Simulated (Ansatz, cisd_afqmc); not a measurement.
System: S, charge 0, triplet.

Total energies in def2-TZVPP, 6 correlated electrons, 5 frozen orbitals. Radicals and triplets start from unrestricted determinants; spin-orbit coupling is neglected. Cores are frozen in correlated methods. No relativity. AFQMC/CISD: phaseless, guided by CISD from CCSD amplitudes; bars are statistical, one sigma. Outlying blocks are dropped, and bars are widened where a walk drifts. Over all cases where full CI ran beside it in this data, AFQMC minus full CI had a median of +0.1 mEh and passed +0.4 mEh in a tenth of the cases. Full CI freezes restricted core orbitals and the other rows unrestricted ones, which leaves a small offset even where coupled cluster is exact.

```
method         program         energy (Eh)  error against FCI (mEh)
----------  ----------  ------------------  -----------------------
HF              Ansatz          -397.50200                   145.54
MP2             Ansatz          -397.61853                    29.01
CCSD            Ansatz          -397.64200                     5.54
CCSD(T)         Ansatz          -397.64674                     0.80
CCSDT(Q)        Ansatz          -397.64766                    -0.12
CCSDTQ          Ansatz          -397.64767                    -0.13
AFQMC/CISD  cisd_afqmc  -397.6473 ± 0.0001                0.3 ± 0.1
FCI             Ansatz          -397.64754                     0.00
```

Ansatz is an electronic-structure program.
